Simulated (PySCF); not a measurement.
From one molecule to another.

First species: C4H6S.
SMILES: `S=CC1CC1`

Second species: C7H12.
Atom-mapped SMILES: `[CH2:1]1[CH2:2][C@@H:3]2[CH2:4][CH2:5][C@@H:6]2[CH2:7]1` (hydrogens: H8, H9 on C1; H10, H11 on C2; H12 on C3; H13, H14 on C4; H15, H16 on C5; H17 on C6; H18, H19 on C7)

Levels: PBE0/def2-SVPD for HOMO energy, LUMO energy, HOMO–LUMO gap and static isotropic polarisability; TDDFT PBE0/def2-SVPD for lowest singlet excitation; TDA PBE0/def2-SVPD for lowest triplet excitation (Tamm–Dancoff); ΔSCF PBE0/def2-SVPD for vertical ionisation energy. Geometries: PBE0-D3(BJ)/def2-SVP. Each species is one conformer at its optimised geometry, gas phase, non-relativistic unless stated; the electronic structure was computed with PySCF and density fitting.

The conformers computed, where there is a choice (atom-mapped SMILES and torsion angles):
- `[S:1]=[CH:2][CH:3]1[CH2:4][CH2:5]1`: S1–C2–C3–C4 -146°

The conformers of `C1C[C@@H]2CC[C@@H]2C1` aren't listed.

```csv
property,column X,column Y
HOMO energy,-8.08 eV,-6.38 eV
LUMO energy,0.78 eV,-2.04 eV
HOMO–LUMO gap,8.86 eV,4.34 eV
lowest singlet excitation,7.70 eV,2.57 eV
lowest triplet excitation (Tamm–Dancoff),7.51 eV,2.07 eV
static isotropic polarisability,77.2 au,72.1 au
vertical ionisation energy,9.99 eV,8.50 eV
```

(1) Which column belongs to which species?

(2) How does each property change from the first species to the second?

## Answers

(1) Column X is the second species and column Y the first. The first has 11 atoms and 46 electrons, the second 19 and 54.

(2) HOMO energy -1.70 eV; LUMO energy +2.82 eV; HOMO–LUMO gap +4.52 eV; lowest singlet excitation +5.13 eV; lowest triplet excitation (Tamm–Dancoff) +5.44 eV; static isotropic polarisability +5.1 au; vertical ionisation energy +1.49 eV.

On the first: The principal polarisabilities are 55.3, 58.6 and 102.5 au; their mean is the isotropic value. The ΔSCF ionisation energy exceeds −ε(HOMO) by 2.12 eV with PBE0.

On the second: In wavenumbers S1 is 62100 cm⁻¹ (1 eV = 8065.54 cm⁻¹). The ΔSCF ionisation energy exceeds −ε(HOMO) by 1.91 eV with PBE0.
